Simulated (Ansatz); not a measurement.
The cluster Cd3S4. Charge 0, multiplicity 1. Geometry PBE-D4/def2-SVP; atoms count from 1.

```xyz
7

Cd    1.734   -0.488   -1.154
Cd   -0.785   -1.156   -2.816
Cd    1.724    0.497    1.468
S    -0.155    2.226    1.417
S     0.060   -1.708    0.914
S    -0.938    1.314   -0.240
S    -1.641   -0.686    0.411
```

In the def2 sets Cd takes a core potential; there is no spin–orbit coupling. The restricted singlet is unstable towards broken spin symmetry in Hartree–Fock (as tested in another run); at PBE0-D4/def2-TZVP this wasn't settled. Another isomer (singlet) lies 2.41 eV lower at PBE0-D4/def2-TZVP; other spin states weren't run for this one.

(1) Estimate the Mulliken populations from the PBE0/def2-TZVP orbitals of Ansatz.

(2) And the Mayer bond orders between heavy atoms (over 0.3)?

Answers

(1) 
```json
{"atom": "Cd1", "charge (e)": "0.19", "d electrons": "10.01"}
{"atom": "Cd2", "charge (e)": "0.13", "d electrons": "10.00"}
{"atom": "Cd3", "charge (e)": "0.39", "d electrons": "10.01"}
{"atom": "S4", "charge (e)": "-0.29", "d electrons": "–"}
{"atom": "S5", "charge (e)": "-0.32", "d electrons": "–"}
{"atom": "S6", "charge (e)": "-0.06", "d electrons": "–"}
{"atom": "S7", "charge (e)": "-0.03", "d electrons": "–"}
```
Mulliken values depend strongly on the basis.

(2) Cd1–Cd2 0.38 (3.09 Å); Cd1–Cd3 0.63 (2.80 Å); Cd3–S4 0.65 (2.55 Å); Cd3–S5 0.42 (2.82 Å); S4–S6 1.24 (2.05 Å); S5–S7 1.24 (2.05 Å); S6–S7 0.96 (2.22 Å).
